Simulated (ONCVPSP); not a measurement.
## What one change does to a pseudopotential (N (Z = 7), ONCV)

nitrogen (N), optimised norm-conserving Vanderbilt (ONCV), made with ONCVPSP 4.0.1 (BLYP, scalar-relativistic). Core [He], reference 2s2 2p2 (charge +1). Waves: 2s: rc 1.05 bohr, ncon 3, nbas 6, qcut 7.4 1/bohr, 2 projectors, debl 2 Ha; 2p: rc 1.05 bohr, ncon 3, nbas 6, qcut 8.3 1/bohr, local. Local part: the p channel. Core correction: Teter function, fcfact 4.5, rcfact 1.75.

Change: p: rc 0.84.

Cutoffs: the cutoffs (Ha) at which the residual kinetic energy of the hardest occupied pseudo-wave falls to 1 and 0.1 mHa per electron; they do not see the model core or the augmentation charge, which bear on the density cutoff. Errors are all-electron minus pseudo energies relative to the spin-unpolarised reference configuration.

Q: How do hardness, ghosts and transferability respond?

A: The potential gets harder (34 Ha and 98 Ha → 121 Ha and 201 Ha); the bound ghost in s disappears; of the 4 tests that both files solve, the error grows in 0 and shrinks in 3 by more than 15 % and 0.3 meV (median size 13.0 → 5.2 meV). A smaller radius makes the pseudo-wave follow the all-electron one further in, where it bends more sharply, so more plane waves are needed. Less of the atom is replaced, so other configurations are described better.

```csv
quantity,base,changed
"cutoff, loose",34 Ha,121 Ha
"cutoff, tight",98 Ha,201 Ha
loose cutoff by channel,"s 24 Ha, p 34 Ha","s 24 Ha, p 121 Ha"
bound ghosts,s,none
GHOST(+) flags under 300 eV,none,none
"error for 2s2 2p3, meV [ΔE -13.57 eV]",+1.5,+1.3
"error for 2s2 2p1, meV [ΔE 28.87 eV]",+13,+0.5
"error for 2s2 2p0, meV [ΔE 76.03 eV]",+125,+30
"error for 2s1 2p3, meV [ΔE 11.66 eV]",+13,+9.2
s: phases at 1.06 bohr within 0.05 rad from the reference energy up to (Ha; the scan ends near 5),to the end of the scan,to the end of the scan
"rms error of d²Exc/dni dnj with the model core, mHa",1.65,1.69
```

 A true bound ghost makes a file unfit for plane-wave use even where its test errors are small: the radial tests pick states by their node count and pass the ghost by.
